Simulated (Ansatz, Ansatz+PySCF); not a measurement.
```xyz
8

Si   -0.0418   -0.0132   -1.1492
Si   -0.0316   -0.0076    1.2112
H     0.0047   -1.3861   -1.6431
H    -1.2580    0.7107   -1.6648
H     1.1772    0.6705   -1.6824
H    -0.0349    1.3847    1.6594
H    -1.1863   -0.7308    1.7180
H     1.2407   -0.7414    1.6725
```

Basis set: def2-SVP (spherical functions). Left uncorrelated: 10 orbitals. Charge 0, multiplicity 1.

Computed with Ansatz (development build ahead of 0.2.0); each method stands on the lowest determinant of its kind that the runs found. Restricted open shells among the atoms or ions are ROHF, correlated in semicanonical orbitals with singles. Restricted functionals stand beside restricted open-shell atoms, which can lie above the unrestricted atoms usual in DFT and then raise those values.

**Question.** Give the atomization energy at this shape (free ground-state atoms in the same class of orbitals less the molecule, no zero-point energy) of singlet Si2H6 by ωB97X (restricted), ωB97X (unrestricted), r²SCAN (restricted), r²SCAN (unrestricted), PBE0 (restricted), PBE0 (unrestricted), PBE (unrestricted), PBE (restricted), RHF-CCSD(T), RHF-MP2, RHF, UHF.

**Answer.**

| method | atomization energy |
| --- | --- |
| ωB97X (restricted) | 23.11 eV |
| ωB97X (unrestricted) | 23.04 eV |
| r²SCAN (restricted) | 22.99 eV |
| r²SCAN (unrestricted) | 22.88 eV |
| PBE0 (restricted) | 22.55 eV |
| PBE0 (unrestricted) | 22.48 eV |
| PBE (unrestricted) | 22.41 eV |
| PBE (restricted) | 22.46 eV |
| RHF-CCSD(T) | 21.72 eV |
| RHF-MP2 | 21.24 eV |
| RHF | 17.98 eV |
| UHF | 17.80 eV |
